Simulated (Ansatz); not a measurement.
`CO[SiH2][SiH2]Cl` and `CO[SiH2]F` differ in one atom or group.

Ansatz, PBE0-D4/def2-TZVP geometries, multiplicity 1. Each molecule was computed in one conformer, which needn't be the lowest.

| property | `CO[SiH2][SiH2]Cl` |
| --- | --- |
| HOMO energy (PBE0/def2-TZVPP) / eV | -8.04 |
| LUMO energy (B3LYP/def2-TZVPP) / eV | -0.95 |
| HOMO energy (PBE/def2-TZVPP) / eV | -6.84 |
| HOMO energy (B3LYP/def2-TZVPP) / eV | -7.83 |
| LUMO energy (PBE/def2-TZVPP) / eV | -1.67 |
| HOMO–LUMO gap (PBE/def2-TZVPP) / eV | 5.17 |

(1) What does the change do to each property? (Estimate.)

Results:

(1) Ansatz gave: 
```csv
property,`CO[SiH2]F`,shift
HOMO energy (PBE0/def2-TZVPP) / eV,-8.79,-0.75
LUMO energy (B3LYP/def2-TZVPP) / eV,0.55,1.50
HOMO energy (PBE/def2-TZVPP) / eV,-7.22,-0.38
HOMO energy (B3LYP/def2-TZVPP) / eV,-8.55,-0.72
LUMO energy (PBE/def2-TZVPP) / eV,-0.08,1.59
HOMO–LUMO gap (PBE/def2-TZVPP) / eV,7.14,1.97
```

With PBE0 the HOMO falls by 0.75 eV and the LUMO rises by 1.60 eV, so the gap widens by about 2.35 eV. PBE moves the HOMO by -0.38 eV and ωB97M-V by -1.10 eV. The zero-point energy changes by -40.9 kJ/mol with -9 modes.

B3LYP here is the variant with VWN-RPA as its local correlation; programs differ in this.
